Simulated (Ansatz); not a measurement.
`NB(Br)O[SiH3]` + HCl → `NB(Cl)O[SiH3]` + HBr  (ligand exchange at a B–Br bond)

Isolated molecules relaxed with PBE0-D4/def2-TZVP in Ansatz; ΔE leaves out vibrations. CBS: MP2 limit from def2 TZ/QZ plus the TZ coupled-cluster correction, frozen cores. This one scheme is used for every species. Functionals use def2-TZVPP. B3LYP here is the variant with VWN-RPA as its local correlation; programs differ in this. For Br outer-core shells are correlated without core-valence functions, which leaves a few kJ/mol of doubt a bond. Scalar relativity is left out up to krypton. One conformer a species, not always the lowest.

| level | ΔE (kJ/mol) | difference from CCSD(T)/CBS |
| --- | --- | --- |
| ωB97M-V | 0.4 | -3.5 |
| B3LYP | -3.9 | -7.8 |
| r2SCANh | -0.3 | -4.2 |
| BHLYP | -4.1 | -8.0 |
| CAM-B3LYP | -4.5 | -8.4 |
| RPA@PBE/def2-TZVPP | 3.0 | -0.9 |
| HF/def2-SVP | -8.3 | -12.2 |
| CCSD/def2-SVP | -4.9 | -8.8 |
| MP2/def2-TZVPP | 5.0 | 1.1 |
| CCSD/CBS(def2) | 3.0 | -0.9 |
| CCSD(T)/CBS | 3.9 | 0 |

Largest T1 diagnostic among the species: 0.011.

At CCSD(T), def2-SVP lies −7.9 kJ/mol from the extrapolated value and def2-TZVPP −1.4 kJ/mol. In def2-TZVPP, CCSD(T) changes the Hartree–Fock value by +7.1 kJ/mol (the triples alone add +0.9 kJ/mol) and MP2 by +9.6 kJ/mol.
